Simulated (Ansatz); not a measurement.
Wavefunction ladder for F₂H₄SiSn (`[F][SnH]([F])[SiH3]`)

Cartesian coordinates in Å:
```
F 0.962 1.190 1.973
Sn -0.508 0.589 0.896
F -1.133 2.220 0.100
Si 0.470 -0.843 -0.991
H -1.720 0.144 2.006
H 1.067 -2.059 -0.389
H 1.496 -0.031 -1.685
H -0.634 -1.211 -1.911
```

Total charge 0; spin multiplicity 1. Correlated methods include outer-core shells of Sn, which these sets cover unevenly. Sn takes the def2 core potential. All single points use the PBE0-D4/def2-TZVP geometry. Frozen core, restricted reference, the Gaussian-basis code of Ansatz.

```json
{"basis": "def2-SVP", "HF (Eh)": "-703.27467", "MP2 corr.": "-0.58563"}
{"basis": "def2-TZVPP", "HF (Eh)": "-703.65232", "MP2 corr.": "-0.95280"}
{"basis": "def2-QZVPP", "HF (Eh)": "-703.67451", "MP2 corr.": "-1.22598"}
```

Estimate the CCSD correlation energy and the (T) correction in each basis where they were run (hartree).


```json
{"basis": "def2-SVP", "CCSD corr.": "-0.62235", "(T)": "-0.01183"}
{"basis": "def2-TZVPP", "CCSD corr.": "-0.97306", "(T)": "-0.02852"}
```
